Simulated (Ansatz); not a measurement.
Cost and result for the atomization energy of C2H7InO2 (`C[O][In]([CH3])[OH]`) (12 atoms, 11 bonds).

```xyz
12

C     0.723   -0.368   -2.001
O     1.114    0.460   -0.944
In    0.197    0.532    0.821
C    -1.546   -0.559    1.361
O     1.219    1.815    1.927
H     0.702    0.203   -2.937
H     1.434   -1.196   -2.136
H    -0.275   -0.815   -1.874
H    -1.350   -1.627    1.265
H    -1.819   -0.327    2.389
H    -2.364   -0.287    0.695
H     1.965    2.169    1.435
```

Total charge 0; spin multiplicity 1. Correlated methods include outer-core shells of In, which these sets cover unevenly. In: def2 effective core potential. The structure was optimised at the PBE0-D4/def2-TZVP level. It is one conformer, not always the lowest. Program: Ansatz. All runs use 4 threads of an Intel Xeon Platinum 8259CL on a shared host. Times are those of one run each, without the atoms' runs, and a repeat can differ threefold. Electronic energies, without spin–orbit coupling; frozen cores. CCSD(T)/CBS adds CCSD(T) − MP2 in def2-TZVPP to the MP2 limit, and its time is that of the two runs behind it. T1 = 0.015. With those shells the extrapolation isn't a true limit. B3LYP takes the VWN-RPA correlation (the form of Gaussian; ORCA's B3LYP/G). HSE06 is the plane-wave form, built on full-range PBE exchange.

CCSD(T)/CBS is a level of theory with its own doubt, some kJ/mol a heavy atom from the limit and from the frozen cores, so smaller differences don't rank the functionals.

| level | functions | atomization (kJ/mol) | difference from CCSD(T)/CBS | per bond |
| --- | --- | --- | --- | --- |
| PBE0-D4/def2-TZVPP | 272 | 4198.2 | -51.2 | -4.7 |
| CCSD(T)/CBS(def2) | – | 4249.4 | 0.0 | 0.0 |
| revPBE-D4/def2-TZVPP | 272 | 4174.9 | -74.5 | -6.8 |
| r2SCANh-D4/def2-TZVPP | 272 | 4191.8 | -57.6 | -5.2 |
| r2SCAN-D4/def2-TZVPP (with forces) | 272 | 4227.0 | -22.4 | -2.0 |
| HSE06-D4/def2-TZVPP | 272 | 4201.4 | -48.0 | -4.4 |
| B97M-V/def2-TZVPP | 272 | 4213.0 | -36.4 | -3.3 |
| B3LYP-D4/def2-TZVPP (with forces) | 272 | 4197.6 | -51.8 | -4.7 |
| MP2/def2-QZVPP | 520 | 4269.1 | 19.7 | 1.8 |
| CCSD(T)/def2-SVP | 117 | 3973.8 | -275.6 | -25.1 |
| ωB97X-V/def2-TZVPP | 272 | 4230.1 | -19.3 | -1.8 |
| CCSD(T)/def2-TZVPP | 272 | 4129.1 | -120.3 | -10.9 |
| B2PLYP/def2-TZVPP | 272 | 4170.3 | -79.1 | -7.2 |

Order the runs by time, with rough figures. (An estimate is asked.)

Ansatz gave: revPBE-D4/def2-TZVPP 3 s; PBE0-D4/def2-TZVPP 5.5 s; r2SCANh-D4/def2-TZVPP 6 s; r2SCAN-D4/def2-TZVPP (with forces) 6.5 s; HSE06-D4/def2-TZVPP 6.5 s; B3LYP-D4/def2-TZVPP (with forces) 7.5 s; B2PLYP/def2-TZVPP 9.5 s; B97M-V/def2-TZVPP 12 s; ωB97X-V/def2-TZVPP 12 s; CCSD(T)/def2-SVP 14 s; MP2/def2-QZVPP 34 s; CCSD(T)/def2-TZVPP 5 min; CCSD(T)/CBS(def2) 5.6 min.

In def2-TZVPP, CCSD(T) changes the Hartree–Fock value by +1157.4 kJ/mol (the triples alone add +68.6 kJ/mol) and MP2 by +1225.6 kJ/mol; breaking electron pairs costs correlation energy, which Hartree–Fock lacks. Leaving LDA and LC-ωPBE aside and taking each functional with its dispersion term where it has one, the values, not all of them listed here, spread over 240.0 kJ/mol, from BHLYP-D4 to PBE-D4. LDA lies +582.4 kJ/mol from PBE without D4, its usual overbinding. At CCSD(T), def2-SVP lies −275.6 kJ/mol from the extrapolated value and def2-TZVPP −120.3 kJ/mol: correlation converges slowly with the basis, and small sets miss more of it in the bonded molecule than in its fragments.

Spin–orbit coupling would lower the free In atoms strongly, and the atomization energy with them, by more than many differences here.
